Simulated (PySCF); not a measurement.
# Magnetisability: `O=COC(=O)/C=C/Br`, C$_{4}$H$_{3}$BrO$_{3}$

Cartesian coordinates in Å; atom numbers follow the order of the lines, from 1:
```xyz
11

O     3.014   -0.434    0.711
C     2.528   -0.182   -0.337
O     1.218    0.003   -0.630
C     0.212   -0.083    0.318
O     0.382   -0.325    1.473
C    -1.080    0.172   -0.339
C    -2.201    0.142    0.377
Br   -3.888    0.449   -0.352
H     3.080   -0.052   -1.284
H    -1.061    0.377   -1.398
H    -2.199   -0.065    1.437
```

Computed with GIAO HF/pcSseg-1 magnetisability, rotational g tensor and spin-rotation constants, non-relativistic, gas phase in PySCF 2.14.0. Geometry: GFN2-xTB.

The calculation is non-relativistic, which matters for the atoms heavier than Zn.

(1) How diamagnetic is it, and how anisotropic?

(2) Split it along the inertial axes a, b, c into diamagnetic and paramagnetic parts about the centre of mass, with the quadrupole moment.

(3) And the rotational g tensor?

Answers

(1) Isotropic -1195 × 10⁻³⁰ J/T², or -72.0 × 10⁻⁶ cm³/mol; principal values -1388, -1174, -1023 × 10⁻³⁰ J/T², anisotropy 318 × 10⁻³⁰ J/T² (root of half the summed squared differences of the principal values). The susceptibility is in cgs units.

(2) 
| axis | χ (10⁻⁶ cm³/mol) | diamagnetic (10⁻⁶ cm³/mol) | paramagnetic (10⁻⁶ cm³/mol) | summed x² of all electrons (Å²) | quadrupole Θ (D Å) |
| --- | --- | --- | --- | --- | --- |
| a | -70.7 | -247.4 | 176.8 | 610.8 | -9.08 |
| b | -61.6 | -2642.2 | 2580.6 | 46.3 | +4.36 |
| c | -83.6 | -2787.5 | 2703.9 | 12.0 | +4.72 |

Anisotropies 2χaa − χbb − χcc = +3.8 and 2χbb − χaa − χcc = +31.0 × 10⁻⁶ cm³/mol. Θ is traceless in Buckingham's convention.

(3) 
| axis | rotational constant (GHz) | g | nuclear part | electronic part |
| --- | --- | --- | --- | --- |
| a | 8.2765 | -0.1232 | 0.5641 | -0.6873 |
| b | 0.4095 | -0.0094 | 0.4871 | -0.4964 |
| c | 0.3902 | -0.0049 | 0.4907 | -0.4956 |

Asymmetric top; isotopes 79Br, 12C, 1H, 16O; no vibrational averaging.
